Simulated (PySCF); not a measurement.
## Bi³⁺ (bismuth, charge +3) across methods

[Xe] 4f14 5d10 6s2, closed-shell 1S. Calculation: PySCF 2.14, in def2-TZVPPD with the def2 core potential (60 electrons) (7s5p4d2f, 56 functions); a scalar-relativistic core potential.

```csv
method,E (hartree),mean ε 5p (eV),mean ε 5d (eV),mean ε 6s (eV),Σ⟨r²⟩ (bohr²),⟨S²⟩
r2SCAN,-212.9388,-127.53,-55.567,-40.088,34.06,0.000
UHF,-211.88269,-143.88,-63.530,-42.872,34.33,0.000
PBE,-212.8741,-124.91,-54.735,-39.929,34.17,0.000
HSE06,-212.8455,-129.54,-56.813,-40.554,34.16,0.000
LDA,-212.5374,-124.78,-54.811,-40.419,34.26,0.000
B97-3,-212.9072,-130.33,-57.369,-40.880,34.13,0.000
PBE0,-212.8490,-129.95,-57.240,-40.941,34.15,0.000
MN15,-212.4171,-127.05,-57.266,-42.373,34.24,0.000
LC-wPBE,-212.8736,-130.94,-59.805,-43.703,34.09,0.000
```

Energies and moments cover only the electrons outside the core potential. Spin-orbit coupling, which splits the p, d and f shells strongly at this Z, is absent.
